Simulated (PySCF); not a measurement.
C₅H₇N, SMILES CC1=CCN=C1.

Geometry optimised at B3LYP-D3(BJ)/def2-SVP. Other conformers were not sampled.

Calculation: PySCF with TDA-PBE0/def2-SVPD.

Vertical excitations. The molecule is in vacuum. State labels are in the subgroup Cs.

Computed excitation energies, oscillator strengths and character:
| state | symmetry | energy (eV) | λ (nm) | f | main pairs |
|---|---|---|---|---|---|
| S1 | A" | 4.90 | 253 | 0.004 | HOMO−1→LUMO 99 % |
| S2 | A' | 5.85 | 212 | 0.103 | HOMO→LUMO 90 % |
| S3 | A" | 6.75 | 184 | 0.001 | HOMO→LUMO+1 97 % |
| S4 | A' | 7.02 | 177 | 0.030 | HOMO−2→LUMO 61 %, HOMO→LUMO+3 33 % |
| S5 | A' | 7.33 | 169 | 0.005 | HOMO−1→LUMO+1 93 % |
| S6 | A" | 7.40 | 168 | 0.004 | HOMO→LUMO+2 95 % |
| S7 | A" | 7.42 | 167 | 0.001 | HOMO−1→LUMO+3 91 % |
| S8 | A" | 7.67 | 162 | 0.001 | HOMO−3→LUMO 93 % |
| S9 | A" | 7.81 | 159 | 0.011 | HOMO→LUMO+4 95 % |
| S10 | A' | 7.91 | 157 | 0.004 | HOMO−1→LUMO+2 93 % |
| T1 | A' | 3.42 | 362 | 0 | HOMO→LUMO 94 % |
| T2 | A" | 4.13 | 300 | 0 | HOMO−1→LUMO 95 % |
| T3 | A' | 5.05 | 245 | 0 | HOMO−2→LUMO 70 %, HOMO→LUMO+3 23 % |
| T4 | A' | 6.48 | 191 | 0 | HOMO→LUMO+3 71 %, HOMO−2→LUMO 23 % |
Triplets are in the Tamm–Dancoff approximation.
